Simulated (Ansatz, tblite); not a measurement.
Removing and adding an electron: Sb3 (the lowest doublet isomer of a short search). Total charge 0; doublet. Geometry: r2SCAN-D4/def2-SVP. Ansatz, gas phase; energy differences of separate SCF runs; the oxidised species is a singlet (the triplet lies 1.27 eV higher at PBE0-D4/def2-TZVP); the reduced species is a triplet (the singlet lies 0.60 eV higher at PBE0-D4/def2-TZVPD).

```
atom    x (Å)    y (Å)    z (Å)
 Sb1   1.1858   0.7257   0.8610
 Sb2  -1.4460   0.4605   0.2340
 Sb3   0.2602  -1.1862  -1.0950
```

In the def2 sets Sb takes a core potential; there is no spin–orbit coupling. The xTB rows come from tblite. The structure comes from a short search, and lower isomers may exist.

(1) Estimate orbital energies and vertical ionisation energies and electron affinities at: GFN1-xTB; GFN2-xTB; PBE-D4/def2-TZVP; PBE-D4/def2-TZVPD; r2SCAN-D4/def2-TZVP; r2SCAN-D4/def2-TZVPD; PBE0-D4/def2-TZVP; PBE0-D4/def2-TZVPD.

## Answers

(1) 
```tsv
level	−HOMO (eV)	vertical IE (eV)	−LUMO (eV)	vertical EA (eV)	HOMO–LUMO gap (eV)	IE − EA (eV)	remarks
GFN1-xTB	–	11.10	–	3.40	–	7.70	–
GFN2-xTB	–	10.28	–	4.59	–	5.69	–
PBE-D4/def2-TZVP	4.30	6.70	3.88	–	0.41	–	–
PBE-D4/def2-TZVPD	4.31	–	3.90	1.69	0.41	–	HOMO above zero (-1 triplet)
r2SCAN-D4/def2-TZVP	4.68	6.95	3.76	–	0.92	–	spin-contaminated (⟨S²⟩ 0.91) (doublet)
r2SCAN-D4/def2-TZVPD	4.69	–	3.76	1.81	0.93	–	HOMO above zero (-1 triplet), spin-contaminated (⟨S²⟩ 0.91) (doublet)
PBE0-D4/def2-TZVP	5.23	6.85	3.22	–	2.02	–	spin-contaminated (⟨S²⟩ 0.91) (doublet)
PBE0-D4/def2-TZVPD	5.25	–	3.23	1.83	2.02	–	spin-contaminated (⟨S²⟩ 0.91) (doublet)
```

   A HOMO above zero means that the electron is unbound at that level or that self-interaction error raises the level; the energy of removing that electron tells which. HOMO and LUMO are the levels of the spin that leaves or enters (xTB has no such levels and no spin-polarisation term). Other spin states of the ions may lie lower, which would lower the ionisation energy or raise the affinity. Raw xTB energy differences between charge states are shifted by several eV; the methods need an empirical correction for them.
